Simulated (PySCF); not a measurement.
# Bond lengths and vibrations by method: AlH4OSi cation

Calculated results; nothing here was measured. The program is PySCF 2.14.0, an open-source quantum chemistry code, run on an isolated molecule that a program drew, which may never have been made. The molecule is AlH4OSi cation (charge +1, singlet), drawn as the SMILES string `[AlH+][O][SiH3]`.

The geometry was optimised and harmonic frequencies were computed with HF and MP2, all in the cc-pV(D+d)Z basis, for the commonest isotopes, with a restricted reference for singlets and an unrestricted one otherwise, and a frozen core in MP2. Each result is a local minimum of its method.

Geometry at the HF minimum:
```xyz
7
AlH4OSi cation, angstrom
Al   -2.8994    0.4042    0.2584
O    -2.0389   -0.8361    0.8043
Si   -1.1185   -2.1628    1.3883
H    -3.7226    1.5908   -0.2639
H    -1.3864   -2.2348    2.8294
H     0.2818   -1.8451    1.0855
H    -1.6044   -3.3408    0.6604
```

Lengths of the bonds as drawn, in Å (atoms numbered as above):
| bond | HF | MP2 |
|---|---|---|
| Al1-O2 | 1.605 | 1.628 |
| O2-Si3 | 1.717 | 1.746 |
| Al1-H4 | 1.536 | 1.541 |
| Si3-H5 | 1.467 | 1.470 |
| Si3-H6 | 1.467 | 1.470 |
| Si3-H7 | 1.467 | 1.470 |

Rotational constants, in GHz:
```
constant     HF    MP2
       A  83.92  83.23
       B  2.844  2.765
       C  2.844  2.765
```

Harmonic frequencies in cm^-1, each column in rising order, so a row needn't be the same motion in every method:
```
rank,HF,MP2
1,139,110
2,139,110
3,437,401
4,437,401
5,538,503
6,772,723
7,772,723
8,1029,977
9,1031,979
10,1031,979
11,1202,?
12,2183,2131
13,2383,2340
14,2395,2368
15,2395,2368
```

**Estimate the missing MP2 frequency from the HF column.**

A single factor s that minimises the squared misfit of MP2 against s times HF over the other rows is sum(HF x MP2) / sum(HF^2) = 0.9763, with an rms misfit of 26 cm^-1. For rank 11 it gives 0.9763 x 1202 = 1174 cm^-1. The calculation gives 1144 cm^-1, 30 cm^-1 below the estimate. The drawn bonds are on average 0.7 % longer in MP2 than in HF.
